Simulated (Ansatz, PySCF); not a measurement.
Complex: NH3 (SMILES N) (first 4 atoms) with C2H6O (SMILES COC); geometry from B3LYP-D3(BJ)/def2-TZVP, rigid monomers moved along the line of their centres of mass till H4···O6 is 2.52 Å.
(charge 0, multiplicity 1):
```xyz
13

N      0.4980    -0.0204     0.1666
H     -0.0370     0.5695    -0.4604
H      0.6913    -0.8832    -0.3290
H     -0.0986    -0.2479     0.9576
C     -0.3901     1.1707     3.6379
O     -0.5152    -0.2251     3.4446
C      0.6511    -0.9243     3.8351
H      0.4302     1.5802     3.0372
H     -0.2119     1.4080     4.6942
H     -1.3283     1.6269     3.3251
H      1.5174    -0.6081     3.2427
H      0.4660    -1.9841     3.6657
H      0.8687    -0.7649     4.8986
```

Counterpoise-corrected where a basis set is named; no monomer relaxation. Rows marked so take none.

Cores are frozen in the correlated methods. Rows in 6-31G* carry no dispersion term and start afresh at each structure (6-31G* with six Cartesian d functions).

The values were computed with Ansatz (a program for electronic structure); PySCF for 6-31G* rows. Values without a source in brackets are computed.

Q: What interaction energy does CCSD/aug-cc-pVDZ give?

A: -109 meV

Q: Give the interaction energy at the level CCSD(T)/aug-cc-pVDZ.

A: -117 meV

Q: What is the computed interaction energy (M06-2X/6-31G* (no counterpoise))?

A: -178 meV
